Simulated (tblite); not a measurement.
C7H12Si2.
Structure used (GFN2-xTB), in Å, numbered top down from 1:
```
atom  x, y, z in Å
C1     1.905   -1.923   -1.063
C2     1.790   -0.751   -0.837
C3     1.662    0.644   -0.534
Si4    2.753    1.371    0.910
C5     0.953    1.599    1.398
C6     0.447    1.009    0.304
C7    -0.958    0.689   -0.061
C8    -1.346   -0.683    0.506
Si9   -3.117   -1.200    0.056
H10    2.004   -2.947   -1.270
H11    1.692    1.213   -1.468
H12    3.547    2.549    0.560
H13    3.538    0.375    1.633
H14    0.393    2.016    2.220
H15   -1.063    0.675   -1.149
H16   -1.630    1.453    0.342
H17   -0.636   -1.424    0.134
H18   -1.224   -0.656    1.591
H19   -3.433   -2.463    0.727
H20   -4.057   -0.164    0.495
H21   -3.226   -1.363   -1.395
```

Calculated harmonic vibrations of the isolated species, GFN2-xTB (tblite), most abundant isotopes, no scaling. The method is semi-empirical: single wavenumbers can be off by several per cent or more. Modes of hydrogen on silicon can be 10 to 20 % off. One conformer, not necessarily the lowest.

Harmonic wavenumbers (cm⁻¹): 45.8, 48.5, 74.2, 120.7, 124.3, 128.3, 195.3, 213.0, 290.6, 350.5, 396.2, 448.5, 470.6, 509.7, 515.6, 546.8, 584.4, 597.1, 612.4, 652.8, 699.1, 735.4, 761.9, 770.2, 784.5, 792.7, 794.2, 809.2, 822.0, 884.9, 926.7, 1037.7, 1056.9, 1076.7, 1104.5, 1125.3, 1213.5, 1224.7, 1251.2, 1282.8, 1324.5, 1475.7, 1481.6, 1629.1, 2247.1, 2256.9, 2258.2, 2263.5, 2273.5, 2285.6, 2913.9, 2948.3, 2963.0, 2968.5, 2982.6, 3069.2, 3394.4.

A = 2052, B = 610.1, C = 503.7 MHz; mass 152.048 u (most abundant isotopes); point group C1, symmetry number 1.

**Question.** What is the zero-point energy?

**Answer.** ½Σν̃ = 33408 cm⁻¹ = 399.64 kJ/mol.

**Question.** What is S at 200 K and 1 bar for an ideal gas of classical rigid rotors and harmonic oscillators?

**Answer.** Translation 163.22, rotation 123.10, vibration 106.67: S = 393.0 J/(mol K).

**Question.** And Cp and H(200 K) − H(0)?

**Answer.** Cp = 145.90 J/(mol K), of which vibrations give 112.64 (their classical limit is 57 R = 473.9); H(200 K) − H(0) = 18.03 kJ/mol without the zero-point energy, 11.37 from vibrations.

**Question.** How do the functions run with temperature in this model?

**Answer.** 
```json
{"T (K)": "150", "S (J/(mol K))": "355.4", "Cp (J/(mol K))": "117.3", "H − H(0) (kJ/mol)": "11.45", "G − H(0) (kJ/mol)": "-41.85", "ln q(vib)": "4.27"}
{"T (K)": "250", "S (J/(mol K))": "428.7", "Cp (J/(mol K))": "175.0", "H − H(0) (kJ/mol)": "26.05", "G − H(0) (kJ/mol)": "-81.12", "ln q(vib)": "7.70"}
{"T (K)": "298.15", "S (J/(mol K))": "461.8", "Cp (J/(mol K))": "201.7", "H − H(0) (kJ/mol)": "35.13", "G − H(0) (kJ/mol)": "-102.56", "ln q(vib)": "9.34"}
{"T (K)": "400", "S (J/(mol K))": "528.1", "Cp (J/(mol K))": "250.2", "H − H(0) (kJ/mol)": "58.23", "G − H(0) (kJ/mol)": "-153.02", "ln q(vib)": "12.80"}
{"T (K)": "600", "S (J/(mol K))": "643.5", "Cp (J/(mol K))": "318.2", "H − H(0) (kJ/mol)": "115.58", "G − H(0) (kJ/mol)": "-270.50", "ln q(vib)": "19.39"}
{"T (K)": "900", "S (J/(mol K))": "785.6", "Cp (J/(mol K))": "381.5", "H − H(0) (kJ/mol)": "221.36", "G − H(0) (kJ/mol)": "-485.64", "ln q(vib)": "28.45"}
```

q(vib) and H(0) count from the zero-point level.

**Question.** What must be added to the electronic energy to get the Gibbs energy at 200 K and 1 bar?

**Answer.** ZPE + [H(200 K) − H(0)] − T·S = 399.64 + 18.03 − 78.60 = 339.07 kJ/mol.

**Question.** Blend soft modes into free rotors: weight 1/[1 + (100 cm⁻¹/ν̃)⁴] for the oscillator and the rest for a rotor with moment μB/(μ + B), μ = h/(8π²ν), B = 10⁻⁴⁴ kg m². What vibrational entropy results?

**Answer.** 97.68 J/(mol K) in place of 106.67, which changes −T·S at 200 K by +1.80 kJ/mol.

**Question.** Which modes carry the vibrational entropy at 200 K?

**Answer.** 45.8 cm⁻¹: 17.58; 48.5 cm⁻¹: 17.11; 74.2 cm⁻¹: 13.63; 120.7 cm⁻¹: 9.74; 124.3 cm⁻¹: 9.52; 128.3 cm⁻¹: 9.27 J/(mol K); the other 51 give 29.81 together.

Hindered rotation and anharmonicity are outside this model. Other conformers, if any are populated, would add a mixing term that is left out. The structure is chiral; the term R ln 2 for an equal mix with its mirror image is left out.
